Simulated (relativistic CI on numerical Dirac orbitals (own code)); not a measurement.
# Re2+: N6,7 absorption edge

Computed with this model: Dirac-Coulomb-Breit CI, orbitals from a KLI potential per configuration, a model potential for QED, valence Slater integrals scaled by 0.7, multiplet model of core-to-valence dipole absorption; configurations [Xe] 4f14 5d5 → [Xe] 4f13 5d6; 300 K; Lorentzian 0.45 eV and Gaussian 0.3 eV FWHM. Energies are those of the free ion, without screening or charge transfer. The branching ratio is the share of the lower-energy edge in the whole absorption, uncertain by about 0.02 where the edges overlap. S is read from ⟨S²⟩ = S(S + 1).

free ion: ground-state S = 2.42, centroid 40.99 eV. Peaks (eV, height): 40.4 (100), 42.2 (51).

Strongest unbroadened transitions for free ion:

| Energy (eV) | Relative strength |
| --- | --- |
| 39.78 | 11.2 |
| 40.13 | 3.7 |
| 40.14 | 44.6 |
| 40.47 | 100.0 |
| 40.63 | 1.1 |
| 41.87 | 0.9 |
| 41.92 | 1.7 |
| 41.94 | 1.0 |
| 42.05 | 3.5 |
| 42.20 | 30.0 |
| 42.23 | 0.9 |
| 42.26 | 19.7 |
| 42.28 | 2.9 |
| 42.49 | 2.3 |
| 42.64 | 2.6 |
| 42.69 | 1.0 |
| 42.78 | 1.7 |
| 42.80 | 3.6 |
